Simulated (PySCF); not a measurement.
## HgH at r²SCAN

Level: r²SCAN. basis Hg def2-SVPD with ECP60, H def2-SVPD; scalar-relativistic core potentials; PySCF 2.14.

```json
{
 "state": "²Σ⁺ (doublet), unpaired electrons σ ↑",
 "bond length": "1.796 Å",
 "harmonic wavenumber": "1215 cm⁻¹",
 "force constant": "0.873 mdyn/Å",
 "rotational constant Be": "5.209 cm⁻¹",
 "anharmonicity ωexe": "81.8 cm⁻¹",
 "vibration–rotation constant αe": "0.377 cm⁻¹",
 "well depth De to Hg + H": "12.8 kcal/mol",
 "dissociation energy D0": "11.1 kcal/mol",
 "bond order (Mayer)": "0.80",
 "dipole moment (positive dipole means Hg(−)H(+))": "-0.35 D"
}
```

Spin–orbit coupling is left out. The state is the lowest determinant that a PBE0 search found; another state may lie lower at other levels.
